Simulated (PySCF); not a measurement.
Computed shifts of a molecule C2H3ClF2Si, B3LYP/pcSseg-1 (PySCF), GIAO, gas phase, equivalent atoms averaged, in ppm (number of nuclei): ¹⁹F: -154.9 (1), -164.9 (1). ²⁹Si: -25.4 (1). ¹³C: 163.7 (1), 134.7 (1). ¹H: 7.42 (1), 6.28 (1), 5.69 (1). References: ¹⁹F against CFCl3 (σ = 161.7 ppm); ²⁹Si against TMS (σ = 338.7 ppm); ¹³C against TMS (σ = 181.3 ppm); ³⁵Cl against HCl (σ = 933.3 ppm); ¹H against TMS (σ = 31.68 ppm), references at their B3LYP-D3(BJ)/def2-TZVP geometries, non-relativistic (without spin–orbit terms, shifts of atoms bonded to Cl or Br come out too high). Coordinates come from a PBE-D3(BJ)/def2-SVP optimisation. One conformer was computed; it need not be the lowest.

Identify the compound among the candidates.
(A) F[SiH](F)/C=C\Cl
(B) F/C=C(/F)[SiH2]Cl
(C) C=C(F)[Si@@H](F)Cl
(D) F[SiH2]/C=C(/F)Cl

A, F[SiH](F)/C=C\Cl
